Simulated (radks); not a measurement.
Neutral lanthanum inside a hard spherical wall (all orbitals vanish at R), configuration held at [Xe] 5d1 6s2 and not refilled when levels cross. Calculated with a radial shooting solver on a logarithmic mesh with Libxc functionals: scalar-relativistic Kohn-Sham, r2SCAN, spin-polarised, spherical densities, finite nucleus; open shells are filled with parallel spins first (spin-orbit coupling, left out, can overturn this in heavy ions); meta-GGA in the generalised Kohn-Sham scheme; Fermi nuclear charge, rms radius 4.855 fm. Eigenvalues in eV for spin up, with the zero of energy where the potential of the charges vanishes at infinity; a dash marks a level that is unbound or too diffuse for the functional's potential to be trusted. A positive occupied level is held by the wall or, in an anion where self-interaction has pushed it up, behind a barrier. The pressure on the wall is -dE/dV.

| R (bohr) | E (hartree) | kinetic (hartree) | e(5s) | e(5p) | e(6s) | e(5d) | e(6p, empty) | e(7s, empty) | pressure (GPa) |
|---|---|---|---|---|---|---|---|---|---|
| free | -8493.9601 | 8984.409 | -40.249 | -23.409 | -3.916 | -3.333 | -1.319 | - | 0 |
| 20 | -8493.9601 | 8984.409 | -40.249 | -23.409 | -3.916 | -3.333 | -1.318 | 0.282 | < 0.0001 |
| 15 | -8493.9601 | 8984.409 | -40.246 | -23.406 | -3.914 | -3.330 | -1.308 | 0.869 | 0.000304 |
| 8 | -8493.9331 | 8984.582 | -39.331 | -22.516 | -3.132 | -2.567 | 0.086 | 8.085 | 0.921 |
| 7 | -8493.8923 | 8984.779 | -38.548 | -21.768 | -2.280 | -1.898 | 1.465 | 12.782 | 3.01 |
| 6 | -8493.7888 | 8985.211 | -37.227 | -20.529 | -0.431 | -0.682 | 4.308 | 21.340 | 10.6 |
| 3.5 | -8491.3392 | 8994.412 | -25.734 | -9.161 | 30.527 | 14.254 | 43.949 | 112.78 | 685 |
| 3 | -8488.5600 | 9004.169 | -17.656 | -0.126 | 58.223 | 26.772 | 75.913 | 177.08 | 2170 |
| 2 | -8462.4498 | 9084.254 | 40.330 | 67.810 | 247.28 | 114.74 | 280.23 | 553.70 | 38200 |
